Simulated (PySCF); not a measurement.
**Dipole response of Pt⁺ (platinum, charge +1)**

[Xe] 4f14 5d9, 2D determinant. All numbers are calculated (PySCF 2.14, scalar relativity through the core potential, in aug-cc-pVTZ-PP with one added diffuse shell each of s, p, d, f, g type with ECP60MDF (7s7p6d4f3g, 113 functions)). Coupled (time-dependent) response in atomic units; α is the mean over directions.

| method | mean α (bohr³) | α xx, yy, zz | C₆ (like pair) | S(−4) |
| --- | --- | --- | --- | --- |
| PBEsol | 17.19 | 17.15, 17.15, 17.29 | 130.8 | 97.04 |

S(−4) is the Cauchy moment in α(ω) = α(0) + S(−4) ω² + …

Spin-orbit coupling is absent.

α(iu) at PBEsol:

```tsv
u (hartree)	α(iu) (bohr³)
0	17.19
0.0500	16.96
0.100	16.31
0.200	14.35
0.300	12.34
0.500	9.258
0.750	6.838
1.00	5.280
1.50	3.427
2.00	2.398
3.00	1.349
5.00	0.5873
```

A single London oscillator, α(iu) = α/(1 + u²/ω²), gives C₆ = (3/4) ω α². Matching the computed C₆ needs ω = 4 × 130.8 / (3 × 17.19²) = 0.590 hartree.

For an ion, C₆ is the dispersion term alone; charge-induced terms of lower order in 1/R come first.

The components differ because the open shell of this determinant is not spherical; for a pure term their mean is the scalar polarisability.

Energies and moments cover only the electrons outside the core potential. Spin-orbit coupling, absent here, splits the open shell strongly. ⟨S²⟩ = 1.00 against 0.75 shows spin contamination.
